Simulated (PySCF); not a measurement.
**Levels of Sr²⁷⁺ from EOM-EA-GCCSD**

Reference: closed-shell Sr²⁸⁺, [Ne]; one electron is added. Calculated with PySCF 2.14, two-component X2C-1e with screened spin-orbit coupling, an even-tempered Gaussian basis (18 s from 2.3 bohr⁻², ratio 2.6; 13 p from 2.9 bohr⁻², ratio 2.6; 6 d from 3 bohr⁻², ratio 2.8; 3 f from 77 bohr⁻², ratio 2.8); frozen 1s2; the 56 highest virtual spinors dropped; of the others 44 kept and the rest restored at second order. No Breit or QED terms. Binding energies in eV.

```tsv
level	Koopmans
3s1/2	1386.7
3p1/2	1325.8
3p3/2	1308.7
3d3/2	1227.5
3d5/2	1224.2
```

Q: How does correlation move these levels?

A: 3s1/2: second order 1387.4, EOM-CCSD 1387.4; 3p1/2: second order 1326.6, EOM-CCSD 1326.6; 3p3/2: second order 1309.5, EOM-CCSD 1309.5; 3d3/2: second order 1228.1, EOM-CCSD 1228.1; 3d5/2: second order 1224.8, EOM-CCSD 1224.8.

For comparison, the ionisation energy of Sr²⁷⁺ is 1387.19 ± 0.05 eV (semi-empirical (NIST evaluation); NIST Atomic Spectra Database, ionization energies).

Only part of the computed levels is shown.
